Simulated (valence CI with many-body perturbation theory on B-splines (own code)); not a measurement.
The numbers below are computed, except where a source is named.
**Ladder of approximations for Sn XLIII**

Level of theory: relativistic CI+MBPT: six valence electrons over a frozen Dirac-Fock core [He], a basis of 9 s, 9 p, 8 d, 6 f, 3 g, 1 h functions for each j, with the one-electron correlation potential Σ1 (screened to all orders), the two-electron term Σ2, the three-electron term Σ3, Breit, model QED; selected single and double excitations, second order for the rest, scaled by the run's own slope (own B-spline code, finite nucleus).

No measured spectrum was set against this ion. As an estimate, large intervals hold to a few tenths of a per cent, small ones and those within an open d or f shell to about a per cent. Among the levels kept, up to 2200 cm⁻¹ of a level comes from second order outside the variational space, and about a tenth of that is noise between levels of different J, which matters for small intervals.

Each rung adds one term. CI alone is the Dirac-Coulomb CI over the frozen core; QED comes last and gives the full result, which names the levels. Energies are above (2s^2 2p1/2^2 2p3/2^2) J=2 on the same rung, in eV.

Levels are named by their leading jj configuration (3d3/2^4 stands for four electrons in 3d with j = 3/2), which in mixed levels can hold well under half, so a name can repeat and another be missing.

```
                         Level  CI alone     Σ1     Σ2     Σ3  Breit    QED    Full
    (2s^2 2p1/2^2 2p3/2^2) J=0      31.5   0.00  +0.16  -0.04  +2.21  -0.04    33.8
      (2s^2 2p1/2 2p3/2^3) J=1     238.2  +0.08  +0.02  -0.01  -2.60  +0.47   236.1
      (2s^2 2p1/2 2p3/2^3) J=2     256.2  +0.08  +0.04  -0.04  -4.81  +0.48   252.0
      (2s 2p1/2^2 2p3/2^3) J=2     475.6  -0.15  -0.29  -0.15  +0.19  -3.96   471.2
            (2s^2 2p3/2^4) J=0     505.6  +0.15  +0.18  -0.06  -6.23  +0.87   500.5
      (2s 2p1/2^2 2p3/2^3) J=1     522.2  -0.15  -0.39  -0.24  +0.67  -3.97   518.1
        (2s 2p1/2 2p3/2^4) J=0     721.1  -0.08  -0.16  -0.16  -2.69  -3.50   714.5
        (2s 2p1/2 2p3/2^4) J=1     753.1  -0.08  -0.32  -0.25  -3.59  -3.53   745.4
         (2p1/2^2 2p3/2^4) J=0    1027.8  -0.30  -0.70  -0.44  +1.42  -7.86  1019.9
   (2s^2 2p1/2^2 2p3/2 3s) J=2    3771.3  +0.26  +0.10  -0.16  -3.49  +0.93  3768.9
   (2s^2 2p1/2^2 2p3/2 3s) J=1    3777.3  +0.26  +0.09  -0.16  -3.33  +0.93  3775.1
(2s^2 2p1/2^2 2p3/2 3p1/2) J=1    3839.5  +0.22  +0.08  -0.16  -1.80  -0.31  3837.5
(2s^2 2p1/2^2 2p3/2 3p1/2) J=2    3841.9  +0.22  +0.07  -0.16  -2.39  -0.31  3839.3
(2s^2 2p1/2^2 2p3/2 3p3/2) J=3    3909.1  +0.23  +0.08  -0.16  -3.75  -0.18  3905.4
(2s^2 2p1/2^2 2p3/2 3p3/2) J=1    3909.0  +0.23  +0.08  -0.16  -3.49  -0.18  3905.5
(2s^2 2p1/2^2 2p3/2 3p3/2) J=2    3925.5  +0.24  +0.04  -0.16  -3.39  -0.18  3922.1
(2s^2 2p1/2^2 2p3/2 3p3/2) J=0    3940.1  +0.24  +0.14  -0.16  -2.55  -0.19  3937.5
(2s^2 2p1/2^2 2p3/2 3d3/2) J=2    3984.7  +0.27  +0.10  -0.16  -3.52  -0.27  3981.1
(2s^2 2p1/2^2 2p3/2 3d3/2) J=3    3990.0  +0.27  +0.10  -0.16  -4.16  -0.28  3985.8
```

The middle columns are the shifts that each term adds.

(1) How does the ionisation energy move along the ladder, and which term matters most?

Answers

(1) CI alone 6860.7, + Σ1 6861.0, + Σ2 6861.2, + Σ3 6861.0, + Breit 6856.1, + QED 6855.9 eV. The largest step is Breit, -4.9 eV. NIST lists 6859 ± 13 eV (semi-empirical).
